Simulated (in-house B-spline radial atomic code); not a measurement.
## Ionising Br3+ with different functionals

Computed with a radial B-spline atomic code at the basis-set limit: four-component Dirac-Coulomb Hamiltonian, Fermi nucleus of rms radius 4.1629 fm, spin-restricted, spherical fractional occupations for the functionals. The ionisation energy is the difference of two self-consistent energies, [Ar] 3d10 4s2 4p2 → [Ar] 3d10 4s2 4p1, without Breit or QED terms; ε is the level of the shell that loses the electron (mean over j). The electron is taken from both j subshells in proportion to 2j + 1, so the result is a j average, not the step between ground levels.

Hybrids are left out here: with spherical fractional occupations of an open shell their exact exchange keeps a self-interaction that integer-occupation calculations don't have.

```tsv
method	rung	ΔSCF (eV)	-ε(4p) (eV)
LDA VWN5	LDA	46.36	40.17
relativistic LDA	LDA	46.35	40.16
LDA PW92	LDA	?	?
LDA exchange-only	LDA	44.90	38.72
PBE	GGA	46.03	39.89
PBEsol	GGA	46.07	39.92
BLYP	GGA	46.01	39.82
RPBE	GGA	45.93	39.81
PW91	GGA	46.15	39.99
BP86	GGA	?	?
AM05	GGA	46.05	39.90
OLYP	GGA	45.89	39.79
```

Question: What does BP86 give?

Answer: ΔSCF 46.21 eV, and -ε(4p) = 40.05 eV.

Question: What does LDA PW92 give?

Answer: ΔSCF 46.36 eV, and -ε(4p) = 40.16 eV.

Question: How do they compare with the NIST value?

Answer: NIST lists 47.78 eV ± 0.012 (measured, ground level to ground level). Errors run from -2.88 to -1.42 eV. The correlated functionals all miss on the same side by more than they spread, so the cause is common to them (Breit-QED terms, spin polarisation, the choice among j levels, multiplet and fine-structure energies, or a listed next ion that isn't the cheapest removal here) and closeness doesn't rank the functionals.
